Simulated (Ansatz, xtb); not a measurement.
# H3NSiSn: where a starting geometry ends

The starting geometry of this gas-phase singlet was built from a drawn formula by distance geometry and a force field; its bonds are those of `[NH]1[Si][SnH2]1`.

```xyz
6

N    -0.0535   -0.9641   -1.8601
Si    0.2246   -2.3135   -2.9640
Sn   -0.2341   -2.5771   -0.5414
H     0.8561   -0.5205   -1.6829
H     1.0947   -2.5012    0.6093
H    -1.9468   -2.6936   -0.0529
```

Task: Predict what it relaxes into with r2SCAN-D4/def2-SVP.

Result: It keeps its bonds, and is `[NH]1[Si][SnH2]1`.

The energy falls by 1.17 eV over 10 steps:

| step | E − E(last) (eV) |
| --- | --- |
| 1 | 1.166 |
| 2 | 0.607 |
| 3 | 0.368 |
| 4 | 0.058 |
| 5 | 0.008 |
| 6 | 0.002 |
| 7 | 0.001 |
| 8 | 0.000 |
| 9 | 0.000 |
| 10 | 0.000 |

Final geometry (Å):

```json
{"atom": "N", "x (Å)": "0.2708", "y (Å)": "-1.1874", "z (Å)": "-1.8707"}
{"atom": "Si", "x (Å)": "0.3751", "y (Å)": "-2.3074", "z (Å)": "-3.0881"}
{"atom": "Sn", "x (Å)": "-0.2678", "y (Å)": "-2.9381", "z (Å)": "-0.5754"}
{"atom": "H", "x (Å)": "0.3796", "y (Å)": "-0.1890", "z (Å)": "-1.7051"}
{"atom": "H", "x (Å)": "0.9170", "y (Å)": "-2.6666", "z (Å)": "0.6641"}
{"atom": "H", "x (Å)": "-1.7338", "y (Å)": "-2.2815", "z (Å)": "0.0831"}
```

From the same start GFN2-xTB ends elsewhere, differing in N1–Sn3 (3.67 against 2.24 Å here).

The end wasn't checked by frequencies. Atoms past krypton carry core potentials, without spin–orbit terms. Run with Ansatz 0.2.0, 15 s on 2 threads of Arm Neoverse V1 (shared host).
